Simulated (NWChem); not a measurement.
Species: CH₄GeO₂, singlet; SMILES C[O][Ge][OH]

```xyz
8

Ge     0.3883    -0.6807     0.1122
O     -1.3550    -0.7959    -0.2727
H     -1.8525     0.0252    -0.3707
O      0.5906     1.0984     0.2351
C     -0.3712     2.1001     0.0993
H     -1.3214     1.8617     0.6179
H      0.0102     3.0359     0.5394
H     -0.6081     2.3066    -0.9614
```
Atoms are numbered in this order, from 1.

Level: PBE0/def2-SVP (NWChem), optimised geometry, unscaled harmonic frequencies. Low-valent species are run as closed-shell singlets; no triplet was tried in these runs.

**Question.** List the harmonic frequencies with IR intensities, and the thermochemistry.

**Answer.** 
| frequency (cm⁻¹) | IR intensity (km/mol) |
|---|---|
| 50 | 0.3 |
| 161 | 2.9 |
| 186 | 4.2 |
| 321 | 24.6 |
| 423 | 134.4 |
| 589 | 78.4 |
| 685 | 109.7 |
| 758 | 79.2 |
| 1146 | 166.7 |
| 1170 | 1.1 |
| 1196 | 76.5 |
| 1465 | 14.6 |
| 1470 | 7.8 |
| 1479 | 5.7 |
| 2991 | 68.5 |
| 3067 | 49.8 |
| 3117 | 28.7 |
| 3876 | 47.9 |

```json
{
  "zero_point_energy": "34.5 kcal/mol",
  "thermal correction to the enthalpy at 298.15 K (with zero-point energy)": "38.9 kcal/mol",
  "heat capacity Cv": "18.3 cal/(mol K)",
  "entropy at 298.15 K and 1 atm (symmetry number 1)": "79.0 cal/(mol K)",
  "dipole_moment": "1.73 D"
}
```

Rigid rotor and harmonic oscillator; modes under 100 cm⁻¹ make the entropy uncertain.
